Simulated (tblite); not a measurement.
Run record: tight-binding relaxation, `C[Si@H](P)[SiH](O[SiH3])O[SiH3]`.

Computed with GFN2-xTB geometry optimisation, gas phase (tblite 0.8.0). Start geometry: from a force field or distance geometry. A driver script takes a list of jobs; this job's settings line and coordinates (Å) are shown.

Command:
```bash
OMP_NUM_THREADS=1 python probes_run.py task.json out
```

Input:
```
{"job": {"kind": "relax", "xc": "GFN2-xTB", "basis": "xTB"}, "charge": 0, "multiplicity": 1}
C     -2.496800     0.254900    -1.712900
Si    -1.631400    -0.745000    -0.416700
P     -2.793000    -0.989900     1.428900
Si     0.432900     0.029200    -0.047400
O      0.490800     1.696800    -0.413300
Si     1.659700     2.450800     0.593100
O      1.507700    -0.867300    -1.058400
Si     2.655800    -1.768600    -0.129100
H     -1.805100     0.766200    -2.394100
H     -3.112600     1.019100    -1.152800
H     -3.207600    -0.438500    -2.239400
H     -1.466000    -2.108800    -0.976800
H     -3.943000    -0.108200     1.528500
H     -2.009300    -1.074300     2.622400
H      0.845100    -0.123500     1.366400
H      2.564400     3.327600    -0.146700
H      0.951100     3.323800     1.556600
H      2.384200     1.419200     1.349500
H      2.867700    -3.052700    -0.819000
H      3.931700    -1.044300    -0.184500
H      2.164900    -1.949500     1.245300
```

Output:
```
step      E/eV     max force
  0    -719.99805    3.069
  1    -720.48894    2.124
  2    -720.98039    1.634
  3    -721.16800    1.425
  4    -721.53805    1.101
  5    -721.61314    0.741
  6    -721.72575    0.451
  7    -721.76223    0.426
  8    -721.78605    0.422
  9    -721.83380    0.440
... (161 lines left out)
171    -722.54300    0.013
172    -722.54304    0.014
173    -722.54309    0.014
174    -722.54313    0.014
175    -722.54317    0.014
176    -722.54320    0.014
177    -722.54324    0.014
178    -722.54328    0.016
179    -722.54332    0.015
180    -722.54334    0.010
```

«max force» is the largest atomic force in eV/Å.

Q: From which step on does the largest force stay under 0.1 eV/Å, and how much energy is left to gain from there?

A: From step 90 (0.083 eV/Å), 22.5 meV above the end.

In short: energy lowered by 58.7 kcal/mol over 180 steps; largest atomic force 0.010 eV/Å at the end.

Q: Where do the atoms end?

A: 1.154 Å rms from the input after alignment:
```
atom  x, y, z in Å
C1    -1.9114    0.5766   -1.5074
Si2   -1.6016   -0.8122   -0.2273
P3    -3.5820   -1.0735    0.8298
Si4    0.2132   -0.3520    1.1297
O5     0.6268    1.1979    0.8814
Si6    1.4815    2.3675    0.1573
O7     1.4406   -1.3140    0.6842
Si8    2.7427   -1.6217   -0.2291
H9    -1.0660    0.6906   -2.1798
H10   -2.0606    1.5313   -1.0082
H11   -2.7945    0.3763   -2.1085
H12   -1.4640   -2.0738   -0.9945
H13   -3.4317    0.0280    1.6569
H14   -3.0932   -1.9309    1.8013
H15    0.1860   -0.4833    2.5852
H16    1.5383    2.0849   -1.2785
H17    0.7136    3.5747    0.4527
H18    2.8212    2.3939    0.7408
H19    2.2486   -2.1795   -1.4888
H20    3.4807   -0.3795   -0.4603
H21    3.5029   -2.5843    0.5627
```

The run took 9.0 s of wall time on Intel Xeon at 2.50 GHz, one thread, on a shared host.
Labels such as C1 count atoms from 1, the log's own numbers from 0.
